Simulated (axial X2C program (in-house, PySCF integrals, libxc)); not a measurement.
The numbers below are computed, except where a source is named.
**SiAs: input and output**

Program: an axial X2C code built on PySCF integrals.

Input file and command:
```json
{"zs": [33, 14], "q": 0, "bas": ["dyall-cv3z", "dyall-v3z"], "levels": ["PBE0", "HF", "B3LYP"], "cc": true, "r0": 2.37, "thr": -2.0, "nmax": 90, "npts": 10, "nst": 2, "ntry": 6}
```
```bash
python so2c.py task.json out
```

Keys: zs atomic numbers; q charge; bas basis sets; levels methods; cc coupled cluster on or off; r0 starting distance in Å; thr threshold in hartree for freezing inner shells (an s shell follows its p shell); nmax most natural virtual spinors; npts points on the curve; nst determinants followed; ntry starts of the search. HF also brings MP2.

Output of the HF step, two-component, at R = 2.179 Å for the state Ω = 3/2. It starts from PBE0 orbitals of this distance.

```
two-component X2C + atomic mean field  HF
basis functions 149  fitting functions 888  grid points 5079
iter        total energy     max residual
   1      -2547.782180050     2.63e-01
   2      -2547.806706595     1.02e-02
   3      -2547.807738436     1.35e-02
   4      -2547.808127480     5.04e-03
   5      -2547.808295217     3.41e-03
   6      -2547.808803298     1.11e-02
   7      -2547.809449553     2.02e-02
   8      -2547.810096076     1.85e-02
   9      -2547.811185635     2.24e-03
  10      -2547.811309113     3.22e-03
  11      -2547.811354125     2.03e-03
  12      -2547.811362928     2.17e-04
  13      -2547.811363863     1.70e-04
  14      -2547.811364154     8.27e-05
  15      -2547.811364390     5.99e-05
  16      -2547.811364555     7.70e-05
  17      -2547.811364663     5.42e-05
  18      -2547.811364694     1.79e-05
  19      -2547.811364700     8.47e-06
  20      -2547.811364702     5.00e-06
  21      -2547.811364702     2.30e-06
converged
one-electron -3770.42224458  Coulomb 1214.34038521  exact exchange -103.08587482  xc functional 0.00000000  nuclear repulsion 112.19819708  atomic mean-field constant -0.84182760
correlated 9  virtual 203  natural virtual 90  E(MP2) -0.186237538  MP2 remainder -0.004289497
iter   CCSD correlation   residual
   1     -0.202084765   1.44e-01
   2     -0.212306363   7.53e-02
   3     -0.215388101   4.46e-02
   4     -0.217922467   2.98e-02
   5     -0.218867648   1.38e-02
   6     -0.219212907   5.16e-03
   7     -0.219313671   1.85e-03
   8     -0.219307193   8.18e-04
   9     -0.219309007   4.52e-04
  10     -0.219306459   2.09e-04
  11     -0.219307802   8.44e-05
  12     -0.219308073   3.34e-05
  13     -0.219308554   1.58e-05
  14     -0.219308827   6.85e-06
  15     -0.219309039   3.83e-06
  16     -0.219309169   2.14e-06
  17     -0.219309224   1.04e-06
  18     -0.219309242   5.11e-07
(T) -0.013650369  T1 0.0993  D1 0.2141  max T2 0.113
```
Energies are in hartree; totals compare only within one Hamiltonian and basis. T1 is large, a sign of multireference character or of a spin-contaminated reference. T1 in the output is the amplitude norm over the root of the electron number; divide by √2 for the Lee–Taylor value. The determinant is spin-polarised beyond a pure state at some levels (its spin-free form has ⟨S²⟩ too high), which makes Re and μ there less reliable.
